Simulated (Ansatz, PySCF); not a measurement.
Gas-phase reaction (SMILES): C[SiH2]C [dimethylsilane] + [SiH4] (SiH4) -> 2 C[SiH3] [methylsilane]; bond separation energy.

Structures are relaxed separately at B3LYP-D3(BJ)/def2-TZVP in Ansatz (a quantum-chemistry and plane-wave program). Correlated levels leave the core frozen unless marked. No spin-orbit coupling. Non-relativistic. CBS(X,Y): correlation extrapolated as X^-3; Hartree-Fock from the larger set. The bracket is a focal-point correction in the basis named. Thermal terms are rigid-rotor harmonic-oscillator values from B3LYP-D3(BJ) frequencies (Ansatz or PySCF) at 298.15 K and 1 atm. 1 Eh = 627.5095 kcal/mol.

| species | E, RI-MP2/CBS(cc-pV(T+d)Z,cc-pV(Q+d)Z)+[CCSD(T)-MP2]/cc-pV(T+d)Z (Ansatz) (Eh) | E, r2SCAN-D4/def2-TZVPD (Ansatz + dftd4) (Eh) | H - E (Eh) |
|---|---|---|---|
| C[SiH2]C | -370.01252 | -370.49180 | 0.09658 |
| C[SiH3] | -330.73641 | -331.17241 | 0.06602 |
| [SiH4] (SiH4) | -291.46100 | -291.85367 | 0.03520 |

### Question
Work out ΔE and ΔH at 298.15 K at the first level, then ΔH at the second.

### Answer

1. ΔE = [2×(-330.73641)] - [(-370.01252) + (-291.46100)] = 0.00070 Eh = 0.4 kcal/mol at RI-MP2/CBS(cc-pV(T+d)Z,cc-pV(Q+d)Z)+[CCSD(T)-MP2]/cc-pV(T+d)Z.
2. The terms H - E add up to 0.00026 Eh, so ΔH = (0.00070 + (0.00026))×627.5095 = 0.6 kcal/mol.
3. At r2SCAN-D4/def2-TZVPD the same steps give ΔE = 0.4 and ΔH = 0.6 kcal/mol, a shift of +0.0 from the first level.
4. These values are not checked against measurement here, since the tables used lack a sound gas-phase enthalpy of formation for at least one species.
